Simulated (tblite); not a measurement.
Species: C7H5FO2.
Structure used (GFN2-xTB), in Å, numbered top down from 1:
```
atom  x, y, z in Å
C1    -2.5925    0.5352   -0.8886
C2    -2.0111   -0.3154   -0.0530
C3    -0.5889   -0.3619    0.2177
C4     0.0458   -1.2353    1.0772
O5     1.3572   -1.0275    1.1098
C6     1.6175   -0.0023    0.2643
C7     2.9810    0.4469    0.0968
O8     3.9860    0.0654    0.5906
F9     3.0197    1.4876   -0.7990
C10    0.4479    0.4432   -0.3117
H11   -2.0311    1.2706   -1.4385
H12   -3.6559    0.5242   -1.0508
H13   -2.6003   -1.0446    0.4866
H14   -0.3453   -2.0215    1.6946
H15    0.3656    1.2435   -1.0178
```

Method: GFN2-xTB as coded in tblite; computed harmonic values from a numerical Hessian at the method's own geometry, unscaled. The method is semi-empirical: single wavenumbers can be off by several per cent or more. One conformer, not necessarily the lowest.

Harmonic wavenumbers (cm⁻¹): 59.0, 92.0, 113.0, 132.2, 222.7, 271.0, 380.2, 461.5, 497.7, 548.2, 582.6, 638.6, 695.5, 703.4, 706.8, 779.0, 835.1, 897.3, 905.5, 969.3, 994.7, 1010.7, 1038.0, 1124.7, 1136.6, 1232.0, 1278.4, 1290.8, 1373.8, 1398.8, 1485.6, 1555.0, 1680.6, 1838.4, 3067.9, 3116.8, 3144.3, 3161.1, 3194.7.

A = 3266, B = 790.3, C = 636.3 MHz; mass 140.027 u (most abundant isotopes); point group Cs, symmetry number 1.

Q: What is the zero-point energy?

A: Half the sum of the wavenumbers: 22307 cm⁻¹ = 266.85 kJ/mol.

Q: Give the ideal-gas entropy at 350 K and 1 bar in the rigid-rotor, harmonic-oscillator model (classical rotation).

A: Translation 173.82, rotation 126.10, vibration 119.07: S = 419.0 J/(mol K).

Q: And Cp and H(350 K) − H(0)?

A: Cp = 162.40 J/(mol K), of which vibrations give 129.14 (their classical limit is 39 R = 324.3); H(350 K) − H(0) = 33.86 kJ/mol without the zero-point energy, 22.22 from vibrations.

Q: Blend soft modes into free rotors: weight 1/[1 + (100 cm⁻¹/ν̃)⁴] for the oscillator and the rest for a rotor with moment μB/(μ + B), μ = h/(8π²ν), B = 10⁻⁴⁴ kg m². What vibrational entropy results?

A: 110.83 J/(mol K) in place of 119.07, which changes −T·S at 350 K by +2.89 kJ/mol.

Q: How do the functions run with temperature in this model?

A: 
```json
{"T (K)": "150", "S (J/(mol K))": "318.2", "Cp (J/(mol K))": "86.4", "H − H(0) (kJ/mol)": "8.98", "G − H(0) (kJ/mol)": "-38.74", "ln q(vib)": "2.38"}
{"T (K)": "250", "S (J/(mol K))": "371.0", "Cp (J/(mol K))": "124.4", "H − H(0) (kJ/mol)": "19.48", "G − H(0) (kJ/mol)": "-73.27", "ln q(vib)": "4.52"}
{"T (K)": "298.15", "S (J/(mol K))": "394.5", "Cp (J/(mol K))": "143.2", "H − H(0) (kJ/mol)": "25.93", "G − H(0) (kJ/mol)": "-91.70", "ln q(vib)": "5.56"}
{"T (K)": "400", "S (J/(mol K))": "441.8", "Cp (J/(mol K))": "179.4", "H − H(0) (kJ/mol)": "42.41", "G − H(0) (kJ/mol)": "-134.32", "ln q(vib)": "7.78"}
{"T (K)": "600", "S (J/(mol K))": "525.2", "Cp (J/(mol K))": "231.3", "H − H(0) (kJ/mol)": "83.88", "G − H(0) (kJ/mol)": "-231.23", "ln q(vib)": "12.12"}
{"T (K)": "900", "S (J/(mol K))": "628.4", "Cp (J/(mol K))": "276.2", "H − H(0) (kJ/mol)": "160.69", "G − H(0) (kJ/mol)": "-404.85", "ln q(vib)": "18.25"}
```

q(vib) and H(0) count from the zero-point level.

Q: Which modes carry the vibrational entropy at 350 K?

A: 59.0 cm⁻¹: 20.11; 92.0 cm⁻¹: 16.45; 113.0 cm⁻¹: 14.76; 132.2 cm⁻¹: 13.49; 222.7 cm⁻¹: 9.33; 271.0 cm⁻¹: 7.83 J/(mol K); the other 33 give 37.09 together.

Hindered rotation and anharmonicity are outside this model. Other conformers, if any are populated, would add a mixing term that is left out.
